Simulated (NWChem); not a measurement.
A series in which one site is exchanged, each optimised at PBE0/def2-SVP with NWChem, gas phase unless a solvent is named. def2 effective core potentials on I, Cs; no spin-orbit coupling.

A: [F][Cs] (CsF; site = F)
B: [Br][Cs] (CsBr; site = Br)
C: [I][Cs] (CsI; site = I)
D: [Cs][Cl] (CsCl; site = Cl)

Values for A:

| Property | Value |
|---|---|
| dipole (D), PBE0/def2-SVP | 7.69 |
| orbital gap (eV), PBE0/def2-SVP | 4.88 |
| static polarisability, PBE/def2-SVPD (bohr³) | 33.1 |
| lowest singlet excitation, PBE/def2-SVPD, TDA (eV) | 3.40 |

Problem. How do these values change for the other members?

Solution. 
```tsv
change from A	B	C	D
dipole (D), PBE0/def2-SVP	+3.12	+4.15	+2.25
orbital gap (eV), PBE0/def2-SVP	-0.70	-1.06	-0.44
static polarisability, PBE/def2-SVPD (bohr³)	+33.8	+56.2	+20.1
lowest singlet excitation, PBE/def2-SVPD, TDA (eV)	-0.60	-0.94	-0.30
```
